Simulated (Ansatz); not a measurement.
Cost and result for the atomization energy of GeH8O2Si2 (`[SiH3][O][GeH2][O][SiH3]`) (13 atoms, 12 bonds).

Cartesian coordinates in Å:
```
Si 1.097 -1.981 0.578
O 1.199 -0.765 -0.517
Ge 0.038 0.074 -1.546
O -1.174 0.815 -0.500
Si -1.128 1.919 0.710
H 2.428 -2.629 0.674
H 0.706 -1.455 1.912
H 0.086 -2.988 0.149
H 0.829 1.160 -2.281
H -0.714 -0.935 -2.419
H -2.464 2.560 0.802
H -0.098 2.959 0.432
H -0.805 1.265 2.005
```

Total charge 0; spin multiplicity 1. Correlated methods include outer-core shells of Ge, which these sets cover unevenly. Scalar relativity is left out up to krypton. All single points use the PBE0-D4/def2-TZVP geometry. It is one conformer, not always the lowest. Program: Ansatz. All runs use 8 threads of an AMD EPYC 7B13 on a shared host. Times are those of one run each, without the atoms' runs, and a repeat can differ threefold. Electronic energies, without spin–orbit coupling; frozen cores. CCSD(T)/CBS adds CCSD(T) − MP2 in def2-TZVPP to the MP2 limit, and its time is that of the two runs behind it. T1 = 0.012. With those shells the extrapolation isn't a true limit. B3LYP takes the VWN-RPA correlation (the form of Gaussian; ORCA's B3LYP/G).

CCSD(T)/CBS is a level of theory with its own doubt, some kJ/mol a heavy atom from the limit and from the frozen cores, so smaller differences don't rank the functionals.

```json
{"level": "LDA (SPW92)/def2-TZVPP", "functions": "306", "wall time": "1.1 s", "atomization (kJ/mol)": "4738.4", "difference from CCSD(T)/CBS": "464.2", "per bond": "38.7"}
{"level": "revPBE-D4/def2-TZVPP", "functions": "306", "wall time": "1.7 s", "atomization (kJ/mol)": "4108.6", "difference from CCSD(T)/CBS": "-165.6", "per bond": "-13.8"}
{"level": "BLYP-D4/def2-TZVPP", "functions": "306", "wall time": "1.7 s", "atomization (kJ/mol)": "4193.3", "difference from CCSD(T)/CBS": "-80.9", "per bond": "-6.7"}
{"level": "PBE-D4/def2-TZVPP (with forces)", "functions": "306", "wall time": "2 s", "atomization (kJ/mol)": "4193.8", "difference from CCSD(T)/CBS": "-80.4", "per bond": "-6.7"}
{"level": "CAM-B3LYP-D4/def2-TZVPP", "functions": "306", "wall time": "3.2 s", "atomization (kJ/mol)": "4263.2", "difference from CCSD(T)/CBS": "-11.0", "per bond": "-0.9"}
{"level": "r2SCAN-D4/def2-TZVPP (with forces)", "functions": "306", "wall time": "3.3 s", "atomization (kJ/mol)": "4237.8", "difference from CCSD(T)/CBS": "-36.4", "per bond": "-3.0"}
{"level": "B3LYP-D4/def2-TZVPP (with forces)", "functions": "306", "wall time": "4 s", "atomization (kJ/mol)": "4223.9", "difference from CCSD(T)/CBS": "-50.3", "per bond": "-4.2"}
{"level": "PBE-QIDH/def2-TZVPP", "functions": "306", "wall time": "4.4 s", "atomization (kJ/mol)": "4179.0", "difference from CCSD(T)/CBS": "-95.2", "per bond": "-7.9"}
{"level": "B97M-V/def2-TZVPP", "functions": "306", "wall time": "5.5 s", "atomization (kJ/mol)": "4265.5", "difference from CCSD(T)/CBS": "-8.7", "per bond": "-0.7"}
{"level": "CCSD(T)/def2-SVP", "functions": "136", "wall time": "7 s", "atomization (kJ/mol)": "3944.3", "difference from CCSD(T)/CBS": "-329.9", "per bond": "-27.5"}
{"level": "MP2/def2-QZVPP", "functions": "583", "wall time": "26 s", "atomization (kJ/mol)": "4262.6", "difference from CCSD(T)/CBS": "-11.6", "per bond": "-1.0"}
{"level": "CCSD(T)/def2-TZVPP", "functions": "306", "wall time": "3.6 min", "atomization (kJ/mol)": "4167.1", "difference from CCSD(T)/CBS": "-107.1", "per bond": "-8.9"}
{"level": "CCSD(T)/CBS(def2)", "functions": "–", "wall time": "4.1 min", "atomization (kJ/mol)": "4274.2", "difference from CCSD(T)/CBS": "0.0", "per bond": "0.0"}
```

From BLYP to BHLYP (50 % exact exchange), in def2-TZVPP and without D4, the atomization energy moves by −16.8 kJ/mol: exact exchange takes away binding that semilocal exchange gives to molecules. Leaving LDA and LC-ωPBE aside and taking each functional with its dispersion term where it has one, the values, not all of them listed here, spread over 170.1 kJ/mol, from revPBE-D4 to ωB97X-V. LDA lies +575.6 kJ/mol from PBE without D4, its usual overbinding. At CCSD(T), def2-SVP lies −329.9 kJ/mol from the extrapolated value and def2-TZVPP −107.1 kJ/mol: correlation converges slowly with the basis, and small sets miss more of it in the bonded molecule than in its fragments.
